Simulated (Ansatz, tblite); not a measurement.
Cost and result up the ladder for Pd4⁻ (4 atoms). Total charge -1; doublet. Geometry: PBE-D4/def2-SVPD.

```xyz
4

Pd   -0.001   -1.169    1.128
Pd    0.466   -0.667   -1.406
Pd    1.032    1.207    0.344
Pd   -1.497    0.629   -0.065
```

Ansatz on 4 threads of Arm Neoverse V2 on a shared host; xTB runs through tblite on one thread. Times are rough, summed over both states, and most runs start from the orbitals of an earlier one. No level here is sound enough to serve as a yardstick. The other state is a quartet at its own geometry.

In the def2 sets Pd takes a core potential; there is no spin–orbit coupling. The xTB rows come from tblite. LC-ωPBE has ω = 0.4 bohr⁻¹. Correlated methods freeze no core orbitals; core or outer-core shells of Pd are correlated, in sets that lack core-valence functions. HOMO above LUMO, or a gap near zero within one spin, warns that the state may not be the lowest or that an electron is smeared out. The structure comes from a short search, and lower isomers may exist.

Run but left out: HF/STO-3G, HF/def2-TZVPD, MP2/def2-TZVPD (doublet: ⟨S²⟩ 1.86 to 5.71, where a pure state has 0.75).

Correlated methods converge slowly with the basis.

xTB has no spin-polarisation term.

```tsv
level	functions	wall time
GFN1-xTB	36	0.007 s
GFN2-xTB	36	0.008 s
PBE-D4/def2-TZVPD (with forces)	160	25 s
BLYP-D4/def2-TZVPD	160	25 s
RPA@PBE/def2-TZVPD	160	27 s
PBE0-D4/def2-TZVPD	160	45 s
LC-ωPBE/def2-TZVPD	160	54 s
r2SCAN-D4/def2-TZVPD	160	61 s
BHLYP-D4/def2-TZVPD	160	2.3 min
B97M-V/def2-TZVPD	160	2.7 min
B2PLYP/def2-TZVPD	160	2.9 min
```

(1) Estimate what each level gives for the quartet − doublet (eV).

## Answers

(1) 
| level | quartet − doublet (eV) | remarks |
| --- | --- | --- |
| GFN1-xTB | 2.56 | – |
| GFN2-xTB | 1.67 | – |
| PBE-D4/def2-TZVPD (with forces) | 0.45 | HOMO above zero (doublet), HOMO above zero (quartet), gap within one spin near zero (doublet), gap within one spin near zero (quartet), spin-contaminated (⟨S²⟩ 0.85) (doublet) |
| BLYP-D4/def2-TZVPD | 0.47 | HOMO above zero (doublet), HOMO above zero (quartet), gap within one spin near zero (doublet), gap within one spin near zero (quartet), spin-contaminated (⟨S²⟩ 0.84) (doublet) |
| RPA@PBE/def2-TZVPD | 0.15 | spin-contaminated (⟨S²⟩ 0.85) (doublet) |
| PBE0-D4/def2-TZVPD | 0.51 | HOMO above zero (doublet), HOMO above zero (quartet), spin-contaminated (⟨S²⟩ 0.90) (doublet) |
| LC-ωPBE/def2-TZVPD | 0.60 | spin-contaminated (⟨S²⟩ 0.91) (doublet) |
| r2SCAN-D4/def2-TZVPD | 0.34 | HOMO above zero (doublet), HOMO above zero (quartet), spin-contaminated (⟨S²⟩ 1.03) (doublet) |
| BHLYP-D4/def2-TZVPD | 0.50 | HOMO above zero (quartet) |
| B97M-V/def2-TZVPD | 0.29 | HOMO above zero (doublet), HOMO above zero (quartet), gap within one spin near zero (quartet), spin-contaminated (⟨S²⟩ 0.91) (doublet) |
| B2PLYP/def2-TZVPD | 0.79 | spin-contaminated (⟨S²⟩ 0.83) (doublet) |
